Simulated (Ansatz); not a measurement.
Diatomic LiN, multiplicity 3 (lowest of 2S+1 = 1, 3, 5 at CCSD(T)/def2-TZVPP on PBE0 minima; our sources give no spin for the ground state, which may be another).

D_e counts from the fitted minimum to each atom's lowest state at the same level, without counterpoise.

Correlated levels freeze the inner cores; with def2 sets outer-core shells near the valence are correlated too.

Run with Ansatz (a quantum-chemistry and plane-wave program) with Gaussian orbitals. 

Question: One of these levels gives 33.25 kcal/mol for the bond energy D_e. Which?
(A) BHLYP/def2-TZVPP
(B) wB97M-V/def2-TZVPP
(C) CCSD/aug-cc-pVTZ
(D) CCSD/def2-TZVPP

Answer: C, CCSD/aug-cc-pVTZ. The others give 36.13 (BHLYP/def2-TZVPP), 42.24 (wB97M-V/def2-TZVPP), 29.71 (CCSD/def2-TZVPP)
